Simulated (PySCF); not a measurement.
A run for PySCF: R-HF/3-21G on H2S2Se (SMILES S[Se]S), a point of a torsion scan.

```python
from pyscf import gto, scf, dft, mp
from pyscf.data.elements import chemcore

mol = gto.M(
    atom='''
    S     1.96480437   -0.36646395   -0.40658085
    Se   -0.08808741   -1.26835215   -0.51167471
    S     0.37789182   -3.34816265   -0.78182897
    H     1.49022177    0.86490030   -0.24581739
    H     0.49565752   -3.69209136    0.50861491
    ''',
    basis='3-21g',
    charge=0, spin=0, verbose=3, max_memory=1800)
mf = scf.RHF(mol)
mf.conv_tol = 1e-8
mf.max_cycle = 100
mf.kernel()
if not mf.converged:
    mf = mf.newton().run(mf.mo_coeff, mf.mo_occ)
```

Program output:

```
converged SCF energy = -3180.7191654404
```

Self-consistency was reached.

Cost: about 0.3 core-seconds (a rough figure).
